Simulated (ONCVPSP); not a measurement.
## Hf: variants of one ONCV potential

Base potential:

| Property | Result |
| --- | --- |
| Element | hafnium |
| Generator | ONCVPSP 4.0.1 |
| Type | optimised norm-conserving Vanderbilt (ONCV) |
| Functional | PBE |
| Relativity | scalar-relativistic |
| Frozen core | [Kr] 4d10 |
| Valence charge | 26 |
| Reference configuration | 4f14 5s2 5p6 5d2 6s1 (charge +1) |
| Partial waves | 5s+6s: rc 2.15 bohr, ncon 5, nbas 9, qcut 6.7 1/bohr, 2 projectors; 5p: rc 1.55 bohr, ncon 3, nbas 7, qcut 8.6 1/bohr, 2 projectors, debl 2.6 Ha; 5d: rc 2.35 bohr, ncon 4, nbas 9, qcut 5.9 1/bohr, 3 projectors, debl 2.7 Ha; 4f: rc 0.65 bohr, ncon 3, nbas 8, qcut 24.4 1/bohr, local |
| Local potential | the f channel |
| Core correction | polynomial model core, fcfact 0.25 |

All-electron outer shells of the reference configuration (PBE, scalar-relativistic, ld1.x):

```tsv
shell	level (eV)	outermost node (bohr)	outermost maximum (bohr)
4d	-213.60	0.23	0.47
5s	-73.94	0.55	1.01
5p	-42.51	0.60	1.16
4f	-23.76	–	0.45
6s	-10.97	1.36	2.78
5d	-9.21	0.67	1.67
```

Cutoffs, loose and tight: the cutoffs (Ha) at which the residual kinetic energy of the hardest occupied pseudo-wave falls to 1 and 0.1 mHa per electron. They do not see the model core or the augmentation charge, which bear on the density cutoff. Test errors are all-electron minus pseudo excitation energies from the reference, over the configurations 4f14 5s2 5p6 5d2 6s2; 4f14 5s2 5p6 5d2 6s0; 4f14 5s2 5p6 5d1 6s0; 4f14 5s2 5p6 5d0 6s0. A dash means not determined; rows that change the core or the reference have their own tests.

A true bound ghost makes a file unfit for plane-wave use even where its test errors are small: the radial tests pick states by their node count and pass the ghost by.

| change | outcome | cutoff, loose | cutoff, tight | bound ghosts | GHOST(+) flags above zero | largest test error (meV) |
| --- | --- | --- | --- | --- | --- | --- |
| base | generated | 259 Ha | 283 Ha | s, p, d | none | -20 |
| all radii but the core radius scaled by about 0.78 (s 1.68, p 1.22, d 1.84, f 0.50 bohr) | generated | 846 Ha | 1787 Ha | s, p, d | p | -31 |
| all radii but the core radius scaled by about 0.87 (s 1.86, p 1.34, d 2.04, f 0.56 bohr) | generated | 289 Ha | 929 Ha | s, p, d | p | -30 |
| all radii but the core radius scaled by about 0.96 (s 2.06, p 1.48, d 2.26, f 0.62 bohr) | generated | 268 Ha | 295 Ha | s, p, d | none | -24 |
| all radii but the core radius scaled by about 1.11 (s 2.38, p 1.72, d 2.60, f 0.72 bohr) | generated | 242 Ha | 265 Ha | s, p, d | none | +15 |
| all radii but the core radius scaled by about 1.14 (s 2.46, p 1.76, d 2.68, f 0.74 bohr) | generated | 237 Ha | 260 Ha | s, p | d | +25 |
| all radii but the core radius scaled by about 1.30 (s 2.80, p 2.02, d 3.06, f 0.84 bohr) | generated | 218 Ha | 242 Ha | s, p, d | none | +100 |

(1) What comes out with this change to the base: all radii but the core radius scaled by about 1.24 (s 2.66, p 1.92, d 2.90, f 0.80 bohr)?

## Answers

(1) outcome: generated; cutoff, loose: 226 Ha; cutoff, tight: 249 Ha; bound ghosts: s, p, d; GHOST(+) flags above zero: none; largest test error (meV): +62.

Reading the sweep of the scale of all radii but the core radius (base = 1) (base included, trends over the rows without a ghost): Bound ghosts are found at 0.78, 0.87, 0.96, 1, 1.11, 1.14, 1.24, 1.3. Every judged row has one, so this setting neither creates nor removes them.
